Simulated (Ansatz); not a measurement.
Si nanocrystals, cubic, H-capped: gap (eV) against size, from Ansatz at PBE0-D4/def2-SVP, gas phase, singlets. N counts the atoms other than H and halogen caps. The structures are stationary points that may keep the symmetry of their start.

```csv
species,geometry,N,N^(−1/3),gap (eV)
Si13H20,PBE-D4/def2-SVP,13,0.425,6.24
Si14H20,PBE-D4/def2-SVP,14,0.415,6.09
Si17H24,PBE-D4/def2-SVP,17,0.389,5.81
Si19H28,PBE-D4/def2-SVP,19,0.375,5.80
Si20H30,PBE-D4/def2-SVP,20,0.368,5.76
Si22H28,PBE-D4/def2-SVP,22,0.357,5.67
Si32H36,PBE-D4/def2-SVP,32,0.315,5.28
```

Problem. Fit a straight line in N^(−1/3) and predict the value for Si50H52 (N = 50, PBE-D4/def2-SVP geometry).

Solution. With x = N^(−1/3) and y = gap (eV): mean x = 0.3777, mean y = 5.807; Σ(x − x̄)(y − ȳ) = 0.06742, Σ(x − x̄)² = 0.008217; slope b = 8.205, intercept a = ȳ − b·x̄ = 2.708. The residuals of the fitted rows reach 0.09. At x = 0.271 the line gives 2.708 + (8.205 × 0.271) = 4.93; the run gave 4.69, 0.24 less than the line. R² of the fitted rows is 0.98. The intercept, 2.708 eV, is the line's value for infinite size, a rough extrapolation from members this small. The gap is the Kohn–Sham HOMO–LUMO difference.
